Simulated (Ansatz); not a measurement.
Molecule: LuCl₂, charge 1, multiplicity 1. 
Geometry from a B3LYP-D3(BJ)/def2-TZVP (Ansatz, a quantum-chemistry and plane-wave program) optimisation:
SMILES: [Cl][Lu+][Cl]
```xyz
3

Lu     0.2637    -0.0225     0.3257
Cl     0.9278     0.3625    -1.8552
Cl    -2.0290    -0.2685     0.4950
```
Charge +1, spin multiplicity 1.

Total electronic energies in hartree. Valence correlation only, unless marked. No spin-orbit coupling. Frozen are the shells of the preceding noble gas and the d and f shells that filled before the atom's block. In def2 rows, elements after Kr have scalar-relativistic effective core potentials. 

| level | program | energy (Eh) |
|---|---|---|
| revPBE/def2-TZVP | Ansatz | ___ |
| B3LYP-D4/def2-TZVP | Ansatz + dftd4 | ___ |
| PBE0-D4/def2-TZVP | Ansatz + dftd4 | ___ |
| BHLYP-D3(BJ)/def2-TZVP | Ansatz + dftd3 | -2155.76896 |
| BHLYP-D4/def2-TZVP | Ansatz + dftd4 | -2155.76694 |
| wB97M-V/def2-TZVP | Ansatz | -2155.71218 |
| B2PLYP-D3(BJ)/def2-TZVP | Ansatz + dftd3 | -2154.91254 |
| SCS-MP2/def2-TZVPP | Ansatz | -2151.81561 |

Problem. Fill in the missing entries.

Solution. 
- revPBE/def2-TZVP, energy (Eh): -2156.78551
- B3LYP-D4/def2-TZVP, energy (Eh): -2156.64048
- PBE0-D4/def2-TZVP, energy (Eh): -2156.17239
